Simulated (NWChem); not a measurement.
A series in which one site is exchanged, each optimised at PBE0/def2-SVP with NWChem, gas phase unless a solvent is named. For some, no frequency run checked for a minimum. def2 effective core potentials on Sn, I; no spin-orbit coupling.

A: [F][SnH]([F])[F] (SnHF3; site = H)
B: [F][Sn]([F])([F])[I] (SnIF₃; site = I)
C: [Cl][Sn]([F])([F])[F] (SnClF3; site = Cl)
D: [F][Sn]([F])([F])[Br] (SnBrF₃; site = Br)

Values for A:

```
Property                                        Result
----------------------------------------------  ------
dipole (D), PBE0/def2-SVP                         3.37
orbital gap (eV), PBE0/def2-SVP                   8.67
static polarisability, B3LYP/def2-SVPD (bohr³)    35.7
```

Problem. How do these values change for the other members?

Solution. 
| change from A | B | C | D |
|---|---|---|---|
| dipole (D), PBE0/def2-SVP | -0.30 | -1.97 | -1.26 |
| orbital gap (eV), PBE0/def2-SVP | -3.28 | -1.79 | -2.42 |
| static polarisability, B3LYP/def2-SVPD (bohr³) | +34.8 | +13.2 | +21.2 |
